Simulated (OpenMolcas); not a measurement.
Ru3+ among 6 point charges of -0.5 e arranged as an octahedron (Oh), 2.22 Å from the ion.
```
   2.2200    0.0000    0.0000  -0.50
   0.0000    2.2200    0.0000  -0.50
  -2.2200    0.0000    0.0000  -0.50
   0.0000   -2.2200    0.0000  -0.50
   0.0000    0.0000    2.2200  -0.50
   0.0000    0.0000   -2.2200  -0.50
```

* Program: OpenMolcas
* Method: CASSCF
* Basis: ANO-RCC-VDZP [6s5p3d1f]
* Scalar Hamiltonian: DKH2, point nucleus
* Active space: 5 electrons in 5 orbitals (4d)
* State averaging: 2S+1 = 6 even, 1 root; 2S+1 = 4 even, 24 roots; 2S+1 = 2 even, 75 roots
* Spin-orbit coupling: RASSI with atomic mean-field integrals over the reference wave functions

Problem. What is the spin-free ground state (labels of O, the rotations of Oh)?

Solution. 6A1, 1-fold in its orbital part, 100 % from free-ion S terms; it has the highest spin that d5 allows.

Problem. What are the lowest two levels with spin-orbit coupling?

Solution. A 6-fold level, then a 2-fold level Γ7 26560 cm-1 above it. Their leading multiplicities are 6 (99 %) and 4 (97 %).

Problem. What is χT at 300 K, and how does it compare with the textbook value?

Solution. The lowest level has 2S+1 = 6, for which the spin-only value is χT = S(S+1) / 2 = 4.375 cm3 K/mol (g = 2). The computed 4.373 at 300 K differs by -0.002, through a little spin-orbit mixing out of the ground term, against the free-electron g of 2.0023, which raises it.

Problem. Which ligand-field parameters describe the states?

Solution. A least-squares ligand-field fit to the states below 45000 cm-1, each weighted by its degeneracy and with a free common offset, gives 10Dq = 1649 cm-1, B = 906 cm-1 and C = 3628 cm-1 (C/B = 4.00), with an rms deviation of 37 cm-1. 

Without dynamic correlation the repulsion within the d shell is too large (B by tens of per cent), so at a given field states of lower spin stand too high. Point charges give a weaker field than real ligands, and real ions of this kind are as a rule low spin; the high spin found here belongs to the model. This field is weak: 10Dq is about 1649 cm-1, while octahedral complexes of 4d ions of charge 3 and more, computed by the same method with explicit ligands, had a median near 25000 cm-1. Ground spin and moment need not be those of a real site. Point charges carry no covalency, so the field is a model and not that of real ligands. No measured value stands beside these numbers.
